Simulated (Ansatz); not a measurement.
Consider the formal exchange of groups at the Sb–S bond: `C[S][SbH2]` + `C#[C][GeH3]` → `C#[C][GeH2][SbH2]` + CH₃SH.

Computed with Ansatz on PBE0-D4/def2-TZVP structures; ΔE is electronic, products minus reactants. CBS: MP2 limit from def2 TZ/QZ plus the TZ coupled-cluster correction, frozen cores. This one scheme is used for every species. Elements past krypton have def2 core potentials. For Ge, Sb outer-core shells are correlated without core-valence functions, which leaves a few kJ/mol of doubt a bond. Scalar relativity is left out up to krypton.

```csv
level,ΔE (kJ/mol)
HF/def2-SVP,-11.7
MP2/CBS(def2),-10.1
```

**Question.** What does CCSD(T)/CBS give? (An estimate is asked.)

**Answer.** The calculation gave: -9.9 kJ/mol. The listed levels differ from it by -1.8, -0.2 kJ/mol.

**Question.** What do rigid-rotor, harmonic-oscillator terms from PBE0-D4/def2-TZVP frequencies (298.15 K, 1 bar) make of the CCSD(T)/CBS value? (An estimate is asked.)

**Answer.** Ansatz gave: ΔZPE = +0.4 kJ/mol, ΔH = -8.7 kJ/mol, ΔS = 4 J/(mol·K), ΔG = -9.9 kJ/mol. Modes under 50 cm⁻¹ make the entropy rough.

Largest T1 diagnostic among the species: 0.013.

In def2-TZVPP, CCSD(T) changes the Hartree–Fock value by −4.6 kJ/mol (the triples alone add +0.9 kJ/mol) and MP2 by −4.8 kJ/mol. Leaving LDA and LC-ωPBE aside and taking each functional with its dispersion term where it has one, the values, not all of them listed here, spread over 15.3 kJ/mol, from PBE-QIDH to B97M-V. At CCSD(T), def2-SVP lies −7.2 kJ/mol from the extrapolated value and def2-TZVPP −3.1 kJ/mol.
